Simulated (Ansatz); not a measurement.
`N[Si](O)([SiH3])[SiH3]` and `N[Si](O)([SiH3])O[SiH3]` differ in one atom or group.

Ansatz, PBE0-D4/def2-TZVP geometries, multiplicity 1. Each molecule was computed in one conformer, which needn't be the lowest.

```
                                      property  `N[Si](O)([SiH3])[SiH3]`
         LUMO energy (ωB97M-V/def2-TZVPP) / eV                      1.24
             LUMO energy (PBE/def2-TZVPP) / eV                     -1.25
          HOMO–LUMO gap (PBE0/def2-TZVPP) / eV                      6.74
             HOMO energy (PBE/def2-TZVPP) / eV                     -6.07
           HOMO–LUMO gap (PBE/def2-TZVPP) / eV                      4.81
size of the dipole moment (PBE/def2-TZVPP) / D                      0.79
```

Q: Give the same properties after the change, and the shifts. (Estimate.)

A: Ansatz gave: 
```csv
property,`N[Si](O)([SiH3])O[SiH3]`,shift
LUMO energy (ωB97M-V/def2-TZVPP) / eV,1.69,0.45
LUMO energy (PBE/def2-TZVPP) / eV,-0.80,0.45
HOMO–LUMO gap (PBE0/def2-TZVPP) / eV,7.41,0.67
HOMO energy (PBE/def2-TZVPP) / eV,-6.09,-0.02
HOMO–LUMO gap (PBE/def2-TZVPP) / eV,5.29,0.48
size of the dipole moment (PBE/def2-TZVPP) / D,2.03,1.24
```

With PBE0 the HOMO falls by 0.17 eV and the LUMO rises by 0.51 eV, so the gap widens by about 0.68 eV. PBE moves the HOMO by -0.02 eV and ωB97M-V by -0.36 eV. Dipoles are sizes alone; their direction can turn.
